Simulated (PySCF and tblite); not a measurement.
Results of a calculation; reference values are marked as such.
C7H12O2, numbered as in [CH3:1][C@@H:2]1[CH2:3][O:4][C:5](=[O:6])[C@H:7]([CH3:8])[CH2:9]1.

Free energies: PBE0-D3(BJ)/pcSseg-1 on GFN2-xTB structures plus GFN2-xTB thermal terms, symmetry and mirror images included. Conformers within 2.5 kcal/mol (GFN2-xTB free energy) were kept, 2 at most. Couplings: B3LYP/6-31G* with pcJ-1 on H (gas phase; spin-dipole term only for pairs with B, N, F, Si or P). Couplings are for ¹H. H–H couplings come out 0.1 to 0.9 Hz lower than with pcJ-1 on all atoms. Of two unlike H on one atom, a is the less shielded (PBE0/pcSseg-1). Programs: PySCF with density fitting and tblite.

The 6-ring runs over atoms 2–3–4–5–7–9.

```json
{"conformer": "1", "shape": "6-ring half-chair (ring torsions 29, -10, 18, -45, 62, -54°)", "weight %": "73.5"}
{"conformer": "2", "shape": "6-ring boat (ring torsions -52, -3, 52, -45, -5, 54°)", "weight %": "26.5"}
```

(1) Give the couplings in each conformer and the averages at 298.15 K (pairs that fast motion interchanges averaged).

Answers

(1) 
| coupling | pairs | 1 | 2 | average (Hz) |
| --- | --- | --- | --- | --- |
| ²J(H1,H1) | 3 | -14.0 | -13.7 | -13.9 |
| ³J(H1,H2) | 3 | 6.7 | 7.4 | 6.9 |
| ³J(H2,H3a) | 1 | 4.7 | 3.9 | 4.5 |
| ³J(H2,H3b) | 1 | 10.9 | 1.1 | 8.3 |
| ³J(H2,H9b) | 1 | 11.3 | 2.5 | 9.0 |
| ³J(H2,H9a) | 1 | 2.7 | 12.0 | 5.2 |
| ²J(H3a,H3b) | 1 | -12.0 | -11.9 | -12.0 |
| ³J(H7,H8) | 3 | 7.2 | 6.5 | 7.0 |
| ³J(H7,H9b) | 1 | 12.4 | 12.8 | 12.5 |
| ³J(H7,H9a) | 1 | 6.9 | 9.2 | 7.5 |
| ²J(H8,H8) | 3 | -13.8 | -13.9 | -13.8 |
| ²J(H9b,H9a) | 1 | -13.4 | -14.3 | -13.6 |


Conformer gaps in pcSseg-1 on xTB geometries can be 2 kcal/mol off for S=O, P=O and other polar bonds.